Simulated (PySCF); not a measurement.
CH2BNO3 (SMILES O=C=NB(O)O), singlet, geometry from GFN2-xTB. Base run: PySCF with PBE0/6-31G, polarisability.

Input for PySCF:
```python
from pyscf import gto, scf, dft
from pyscf.prop import polarizability

mol = gto.M(
    atom='''
B     0.88220237    0.46070723    0.14584955
N    -0.26367344   -0.42372177    0.10089282
C    -1.35831183   -0.78155806   -0.18808291
O    -2.40626682   -1.20897520   -0.42187718
O     0.87091585    1.65742213   -0.46350945
H     0.07543134    1.90567153   -0.93027289
O     1.98108421    0.07970981    0.80986509
H     1.94327600   -0.77906088    1.22744523
''',
    basis='6-31g',
    verbose=4,
)

mf = dft.RKS(mol)
mf.xc = 'pbe0'
mf.kernel()
alpha = mf.Polarizability().polarizability()[2, 2]
print('alpha_zz =', alpha)
```

The base run was repeated with changes; each row names its change, and settings that it needs were set with it.

```csv
change,alpha_zz (bohr³),basis functions,core-seconds (rough)
base,19.78,58,7
basis = 6-31G*,[?],[?],10
functional = hf,17.83,58,0.7
finite field (a.u.) = 2e-4; conv_tol = 1e-11,19.78,58,6
"functional = lda,vwn",20.65,58,7
finite field (a.u.) = 0.001; conv_tol = 1e-6,19.74,58,6
finite field (a.u.) = 0.005; conv_tol = 1e-11,19.78,58,7
basis = STO-3G,10.26,32,5
finite field (a.u.) = 2e-4; conv_tol = 1e-6,18.68,58,4
finite field (a.u.) = 0.001; conv_tol = 1e-11,19.78,58,9
finite field (a.u.) = 0.05; conv_tol = 1e-11,19.90,58,9
basis = cc-pVDZ,23.17,94,20
```

Problem. Fill in the missing entries.

Solution. 
- basis = 6-31G*, alpha_zz (bohr³): 22.09
- basis = 6-31G*, basis functions: 88

Finite-field rows take the second difference of the energy in a field along z; a small field with loose convergence shows SCF noise divided by the square of the field, and a large one adds hyperpolarisability.
